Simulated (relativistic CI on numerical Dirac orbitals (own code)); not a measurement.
## Sensitivity of the levels of Er47+ to α and to the nuclear radius

Computed by Dirac-Coulomb-Breit CI, KLI orbitals optimised for each configuration, derivatives by finite differences, unscaled Slater integrals, QED left out (own radial code, finite nucleus).

Configuration list (outside the closed core [Ne]): 3s2.3p6.3d3, 3s2.3p5.3d4, 3s.3p6.3d4, 3p6.3d5, 3s2.3p6.3d2.4s, 3s2.3p6.3d2.4p, 3s2.3p6.3d2.4d, 3s2.3p5.3d3.4s. Levels of other configurations are missing.

With x = (α/α₀)² − 1 an excitation energy changes as ω = ω₀ + qx; K = 2q/ω₀ is the relative enhancement. Terms are leading LS components, so labels can repeat. The field-shift factor is F = δν/δ⟨r²⟩ for the transition from the lowest level.

Lowest level 3s2.3p6.3d3 4F_3/2.

```tsv
Level	ω₀ (cm⁻¹)	q (cm⁻¹)	K	F (GHz/fm²)
3s2.3p6.3d3 4F_5/2	333041	396100	2.38	7.11
3s2.3p6.3d3 4P_3/2	383807	386300	2.01	6.83
3s2.3p6.3d3 2G_7/2	406053	402000	1.98	7.37
3s2.3p6.3d3 2H_9/2	409130	385000	1.88	7.44
3s2.3p6.3d3 4P_1/2	423224	390700	1.85	6.69
3s2.3p6.3d3 4P_5/2	587724	432300	1.47	7.81
3s2.3p6.3d3 4F_7/2	734889	781500	2.13	14.2
3s2.3p6.3d3 4F_9/2	766306	789300	2.06	14.7
3s2.3p6.3d3 4P_3/2	807753	792200	1.96	13.8
3s2.3p6.3d3 2P_1/2	829631	793500	1.91	14
3s2.3p6.3d3 2H_11/2	838565	781300	1.86	15.1
3s2.3p6.3d3 2D_5/2	847440	766200	1.81	13
3s2.3p6.3d3 2F_5/2	902611	804900	1.78	14
```

At this charge energies of transitions that change n are usually good to better than 1 %, and those within a shell (Δn = 0) to a few per cent.
